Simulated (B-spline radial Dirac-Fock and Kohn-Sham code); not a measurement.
## Eu¹⁵⁺: scattering cross sections and density moments

System: europium as Eu¹⁵⁺ in the configuration [Kr] 4d10 4f2.

Model: Dirac-Fock orbitals of the configuration average with a finite nucleus. Program: a radial atomic solver.

* Sum of ⟨r⟩: 17.06 bohr
* Sum of ⟨r²⟩: 9.611 bohr²
* Sum of ⟨1/r⟩: 410.78 per bohr
* Langevin diamagnetic susceptibility: -7.61 × 10⁻⁶ cm³/mol
* Lamb shielding (α²/3)Σ⟨1/r⟩: 7292 ppm

Coherent scattering is the Thomson cross section weighted by f₀², without anomalous dispersion; incoherent scattering is Klein-Nishina weighted by S. The Lamb formula is the non-relativistic shielding expression. Electron correlation is left out. A dash stands where the photon energy is too low for the impulse approximation behind that column.

```tsv
hν (keV)	coherent (b)	incoherent (b)	incoherent per electron (b)
1	1518	–	–
2	1476	–	–
8.0478	948.5	4.953	0.103
17.4793	450.7	11.05	0.230
30	231.1	15.48	0.323
100	34.69	19.83	0.413
200	10.09	18.06	0.376
1000	0.4623	10.05	0.209
```

Incoherent scattering overtakes coherent scattering between 100 and 200 keV.

Values without a named source are computed, but for edge energies of neutral atoms, which are taken from tables.
